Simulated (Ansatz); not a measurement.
`C[Se]B(Cl)Cl` + HI → `ClB(Cl)I` + `C[SeH]`  (ligand exchange at a B–Se bond)

Isolated molecules relaxed with PBE0-D4/def2-TZVP in Ansatz; ΔE leaves out vibrations. CBS: MP2 limit from def2 TZ/QZ plus the TZ coupled-cluster correction, frozen cores. DFT in def2-TZVPP. B3LYP here is the variant with VWN-RPA as its local correlation; programs differ in this. HSE06 is defined as in plane-wave codes. def2 core potentials past Kr. For I, Se outer-core shells are correlated without core-valence functions, which leaves a few kJ/mol of doubt a bond. Scalar relativity is left out up to krypton. One conformer a species, not always the lowest.

```
             level  ΔE (kcal/mol)  difference from CCSD(T)/CBS
       LDA (SPW92)            6.6                          1.2
            B97M-V            6.0                          0.6
          HSE06-D4            5.4                          0.0
          BHLYP-D4            5.3                         -0.1
           ωB97X-V            5.3                         -0.1
           ωB97M-V            5.3                         -0.1
            B2PLYP            4.9                         -0.5
               PBE            4.9                         -0.5
              PBE0            4.9                         -0.5
             B3LYP            4.5                         -0.9
           r2SCAN0            5.4                          0.0
             HSE06            4.9                         -0.5
     HF/def2-TZVPP            3.9                         -1.5
CCSD(T)/def2-TZVPP            5.8                          0.4
     HF/def2-QZVPP            3.7                         -1.7
SCS-MP2/def2-QZVPP            4.6                         -0.8
       CCSD(T)/CBS            5.4                            0
```

What do rigid-rotor, harmonic-oscillator terms from PBE0-D4/def2-TZVP frequencies (298.15 K, 1 bar) make of the CCSD(T)/CBS value? (Estimate.)

Computed: ΔZPE = +0.8 kcal/mol, ΔH = +5.7 kcal/mol, ΔS = 17 J/(mol·K), ΔG = +4.5 kcal/mol.

Largest T1 diagnostic among the species: 0.011.

Leaving LDA and LC-ωPBE aside and taking each functional with its dispersion term where it has one, the values spread over 1.2 kcal/mol, from B2PLYP to B97M-V. LDA lies +1.7 kcal/mol from PBE without D4. The D4 term adds +0.9 kcal/mol with B3LYP and +0.6 kcal/mol with PBE0; it sums over pairs of atoms, weighted by their polarisabilities, and B3LYP, whose exchange is more repulsive, gets the larger term. In def2-TZVPP, CCSD(T) changes the Hartree–Fock value by +1.9 kcal/mol (the triples alone add +0.2 kcal/mol) and MP2 by +1.3 kcal/mol.
